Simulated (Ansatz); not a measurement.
# Energy profile

The step: CH₅GaO ([CH3][O][GaH2]) → CH₄O ([CH3][OH]) + GaH; bonds formed: O2–H4; bonds broken: Ga1–O2, Ga1–H4 (atoms numbered as in the saddle structure below).

| atom | x (Å) | y (Å) | z (Å) |
| --- | --- | --- | --- |
| Ga1 | -1.5526 | -0.3493 | -1.2128 |
| O2 | -0.0301 | -0.6996 | 0.0033 |
| C3 | 0.8688 | 0.1670 | 0.6602 |
| H4 | -0.0765 | -1.0940 | -1.3320 |
| H5 | -2.5434 | 0.7681 | -0.6516 |
| H6 | 0.3226 | 0.8104 | 1.3599 |
| H7 | 1.4038 | 0.8117 | -0.0470 |
| H8 | 1.6075 | -0.4143 | 1.2199 |

Electronic energies by CCSD(T) at an estimated basis limit (MP2 extrapolated from triple and quadruple zeta, plus CCSD(T) − MP2 in triple zeta), on PBE0-D4/def2-TZVP structures; CH$_{5}$GaO, singlet; no counterpoise correction. Ansatz 0.2.0; basis: def2-TZVPP and def2-QZVPP; cores frozen in the correlated methods. Filled d shells of the heavier atoms are correlated. The def2 sets are not built for correlating such inner shells, so the correlated values are less sure here. Extrapolation: Hartree–Fock as exp(−7.88 √X), correlation as X^−2.97.

Question: Give the profile in eV, counted from the start structure. (An estimate is asked for; the value comes from the calculation.)

Answer: Computed:
```
                                                                                               point     eV
                                                                                     start structure  0.000
                                                                                              saddle  2.558
                                                                                       end structure  0.973
separated: GaH (Ga1, H5; singlet) + CH$_{4}$O (linked as [CH3][OH]; O2, C3, H4, H6, H7, H8; singlet)  1.408
```

T1 diagnostic: at most 0.018. The restricted Hartree–Fock reference is unstable towards an unrestricted one at one or more of these structures.

For scale, one of the runs: CCSD(T)/def2-TZVPP, 180 basis functions, launched by `ansatz run in.yaml --threads 2 --pin off --events-out ev --progress --plain --max-ram 4352MiB`. Hardware: 2 CPU threads of an Arm Neoverse V1, shared host. Wall time 64 s; peak host memory 1.8 GiB.
